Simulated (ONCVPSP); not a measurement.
## Before and after: ONCV potential for Ca

ONCVPSP 4.0.1 input, shortened (lines: element, Z, core and valence counts, functional; n l f; lmax; l rc ep ncon nbas qcut; lloc lpopt rc5 dvloc0; l nproj debl; icmod fcfact rcfact), PBE, scalar-relativistic:

```
  Ca 20.00    3    3        4      upf
    1    0    2.00
    2    0    2.00
    2    1    6.00
    3    0    2.00
    3    1    6.00
    4    0    2.00
    2
    0    1.55    0.00    4    7    6.30
    1    1.55    0.00    5   10   10.20
    2    1.65    0.40    4    7    6.90
    4    5    1.20    0.00
    0    3    2.90
    1    1    3.40
    2    2    2.40
    0    0.00    0.00
```

In the d channel the program set the typed energies aside and used 0.050, 2.450 Ha.

All-electron outer shells of the reference configuration (PBE, scalar-relativistic, ld1.x):

```
shell  level (eV)  outermost node (bohr)  outermost maximum (bohr)
   3s      -47.09                   0.45                      0.99
   3p      -28.01                   0.42                      1.04
   4s       -3.77                   1.43                      3.42
```

Change: s: qcut 5.1.

Cutoffs: the cutoffs (Ha) at which the residual kinetic energy of the hardest occupied pseudo-wave falls to 1 and 0.1 mHa per electron; they do not see the model core or the augmentation charge, which bear on the density cutoff. Errors are all-electron minus pseudo energies relative to the spin-unpolarised reference configuration.

Problem. What does the change do?

Solution. The potential gets harder (25 Ha and 35 Ha → 25 Ha and 50 Ha); of the 4 tests that both files solve, the error grows in 1 and shrinks in 0 by more than 15 % and 0.3 meV (median size 0.5 → 0.6 meV); neither file shows a bound ghost.

```tsv
quantity	base	changed
cutoff, loose	25 Ha	25 Ha
cutoff, tight	35 Ha	50 Ha
loose cutoff by channel	s 17 Ha, p 25 Ha	s 25 Ha, p 25 Ha
bound ghosts	none	none
GHOST(+) flags under 300 eV	none	none
error for 3s2 3p6 4s1, meV [ΔE 6.31 eV]	-0.2	-0.2
error for 3s2 3p6 4s0, meV [ΔE 18.13 eV]	-0.8	-1.0
error for 3s2 3p6 4s1.5, meV [ΔE 2.50 eV]	-0.1	-0.1
error for 3s1 3p6 4s2, meV [ΔE 54.23 eV]	-36	-61
s: phases at 1.57 bohr within 0.05 rad from the reference energy up to (Ha; the scan ends near 5)	to the end of the scan	to the end of the scan
p: phases at 1.57 bohr within 0.05 rad from the reference energy up to (Ha; the scan ends near 5)	2.2	2.2
d: phases at 1.68 bohr within 0.05 rad from the reference energy up to (Ha; the scan ends near 5)	to the end of the scan	to the end of the scan
```
